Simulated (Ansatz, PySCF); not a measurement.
Process, species as SMILES: NCCN + 3 [H][H] (H2) → 2 C (CH4) + 2 N (NH3)
Geometries: B3LYP-D3(BJ)/def2-TZVP minima from Ansatz (an electronic-structure program), one conformer each, not searched for the lowest. Frequencies are from Ansatz or PySCF.
Geometry of the first species:
```xyz
12

N      1.8004     0.4329    -0.2539
C      0.5735     0.1334     0.4836
C     -0.5515    -0.2148    -0.4799
N     -1.7787    -0.5130     0.2575
H      2.5813     0.5552     0.3786
H      1.7040     1.2957    -0.7773
H      0.2389     0.9548     1.1379
H      0.7571    -0.7273     1.1290
H     -0.2619    -1.1016    -1.0463
H     -0.6612     0.6050    -1.2084
H     -2.5003    -0.8544    -0.3651
H     -2.1418     0.3214     0.7042
```

Property: energy of full hydrogenation (enthalpy at 298 K, with B3LYP-D3(BJ) rigid-rotor harmonic-oscillator terms), in kcal/mol. Correlated levels leave the core frozen unless marked. No spin-orbit coupling. No relativistic terms. Basis-set limits of correlation are two-point, X^-3; Hartree-Fock from the larger set. The bracket is a focal-point correction in the basis named.

From measured enthalpies of formation at 298 K: -53.1 kcal/mol (NCCN -4.3, CRC Handbook; [H][H] (H2) 0.0, ATcT 1.112; C (CH4) -17.8, ATcT 1.112; N (NH3) -10.9, ATcT 1.112). It holds spin-orbit effects, and any other conformers, which the calculations lack, and core correlation, which the frozen-core levels lack. This is an older compilation, not checked against later work.

| level | program | energy of full hydrogenation (kcal/mol) | error against measurement |
|---|---|---|---|
| HF/6-31G* | Ansatz | -60.5 | -7.4 |
| HF/aug-cc-pVTZ | Ansatz | -63.0 | -9.9 |
| HF/cc-pVTZ | Ansatz | -62.3 | -9.2 |
| PBE-D3(BJ)/def2-TZVPD | Ansatz + dftd3 | -51.6 | 1.5 |
| BLYP-D4/def2-TZVPD | Ansatz + dftd4 | -51.7 | 1.4 |
| revPBE-D3(BJ)/def2-TZVPD | Ansatz + dftd3 | -50.5 | 2.6 |
| B97M-V/def2-TZVPD | Ansatz | -58.5 | -5.4 |
| PBE0/STO-3G | Ansatz | -37.0 | 16.1 |
| PBE0/6-31G* | Ansatz | -50.2 | 2.9 |
| PBE0-D3(BJ)/def2-TZVP | Ansatz + dftd3 | -52.9 | 0.2 |
| PBE0-D4/def2-TZVP | Ansatz + dftd4 | -52.8 | 0.3 |
| PBE0-D4/def2-TZVPD | Ansatz + dftd4 | -53.5 | -0.4 |
| BHLYP-D3(BJ)/def2-TZVPD | Ansatz + dftd3 | -56.0 | -2.9 |
| TPSSh/def2-TZVPD | PySCF | -52.5 | 0.6 |
| r2SCANh/def2-TZVPD | Ansatz | -54.4 | -1.3 |
| LC-wPBE/def2-TZVPD | Ansatz | -55.4 | -2.3 |
| RI-MP2/cc-pVTZ | Ansatz | -53.1 | 0.0 |
| SCS-MP2/6-31G | Ansatz | -51.8 | 1.3 |
| CCSD/aug-cc-pVDZ | Ansatz | -55.8 | -2.7 |
| CCSD(T)/aug-cc-pVTZ | Ansatz | -54.3 | -1.2 |
| RI-MP2/CBS(aug-cc-pVTZ,aug-cc-pVQZ)+[CCSD(T)-MP2]/aug-cc-pVTZ | Ansatz | -53.9 | -0.8 |
